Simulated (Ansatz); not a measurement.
Total energies of SnBr2 from Ansatz at PBE0-D4/def2-TZVPD, gas phase (1 Eh = 27.2114 eV = 2625.5 kJ/mol). The reference geometry is relaxed at PBE0-D4/def2-TZVP.

```json
{"state": "charge 0 singlet", "geometry": "reference", "energy (Eh)": "-5362.15179"}
{"state": "charge -1 doublet", "geometry": "reference", "energy (Eh)": "-5362.20956"}
{"state": "free Sn atom (triplet)", "geometry": "–", "energy (Eh)": "-214.25878"}
{"state": "free Br atom (doublet)", "geometry": "–", "energy (Eh)": "-2573.81224"}
```

In the def2 sets Sn takes a core potential; there is no spin–orbit coupling.

Question: Work out the vertical electron affinity, to the doublet.

Answer: E(charge 0 singlet) − E(charge -1 doublet) = -5362.15179 − (-5362.20956) = 0.05777 Eh = 1.57 eV.

Question: What is the binding energy per atom against free atoms?

Answer: Atoms: 1 × (-214.25878) + 2 × (-2573.81224) = -5361.88326 Eh. Binding: -5361.88326 − (-5362.15179) = 0.26853 Eh = 7.31 eV, or 2.44 eV for each of 3 atoms (no zero-point energy, no counterpoise term).

At PBE0-D4/def2-TZVPD the highest occupied level of the charge -1 doublet lies above zero (up to 0.16 eV). By energy differences its removal costs 1.57 eV (vertical, to the charge 0 singlet, at PBE0-D4/def2-TZVPD); a positive level beside a positive removal energy at the same level points to self-interaction error.
